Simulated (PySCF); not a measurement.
F2GaHSe.

```xyz
5

Ga     0.0030     0.7482     0.0000
F      1.4496     1.7182     0.0000
F     -1.4928     1.6440     0.0000
Se     0.0504    -1.5261     0.0000
H     -1.4168    -1.5657     0.0000
```

Coordinates come from a ωB97X-D3(BJ)/def2-SVP optimisation. The structure was generated by enumeration; whether it is a known compound was not checked. Other conformers were not sampled.

These are PBE/pcSseg-1 in PySCF values and carry that method's errors. Non-relativistic, no solvent.

Computed absolute GIAO shielding of each atom: isotropic value and principal components (ppm):
```tsv
atom	σ(iso)	σ11	σ22	σ33	span
Ga1	1422.6	1188.3	1376.5	1702.9	514.6
F2	274.9	132.5	284.3	407.8	275.3
F3	264.5	133.8	251.0	408.8	275.0
Se4	2156.5	2003.1	2074.3	2392.1	389.0
H5	30.4	20.0	25.7	45.5	25.5
```
